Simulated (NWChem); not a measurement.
Molecule: C$_{4}$H$_{4}$BrF; SMILES C(Br)[C@H](F)C#C

```xyz
10

C     -0.7731    -3.5701    -0.0285
C     -0.2904    -2.4733     0.1374
C      0.2652    -1.1332     0.3401
F      1.5692    -1.0892    -0.0783
C     -0.5542    -0.1107    -0.4270
Br     0.0537     1.6950    -0.0921
H     -1.1933    -4.5489    -0.1743
H      0.2466    -0.8906     1.4179
H     -0.4662    -0.2915    -1.5061
H     -1.6089    -0.1636    -0.1302
```
Atoms are numbered in this order, from 1.

Geometry: optimised at PBE0/def2-SVP.

Spin-orbit effects, on the heavy nuclei and on their neighbours, are missing.

Give the principal values of the shielding tensors (ppm) of C1, C2, C3, F4, C5 from PBE/pcSseg-1, GIAO (NWChem), with their diamagnetic and paramagnetic parts as GIAO splits them.


| atom | σ11 | σ22 | σ33 | isotropic | diamagnetic | paramagnetic |
|---|---|---|---|---|---|---|
| C1 | 30.6 | 35.9 | 227.3 | 98.0 | 255.5 | -157.6 |
| C2 | -1.1 | 1.8 | 295.9 | 98.9 | 258.8 | -159.9 |
| C3 | 68.9 | 84.5 | 129.0 | 94.2 | 242.6 | -148.4 |
| F4 | 345.4 | 363.8 | 383.2 | 364.1 | 477.2 | -113.0 |
| C5 | 104.4 | 137.7 | 155.7 | 132.6 | 247.4 | -114.9 |
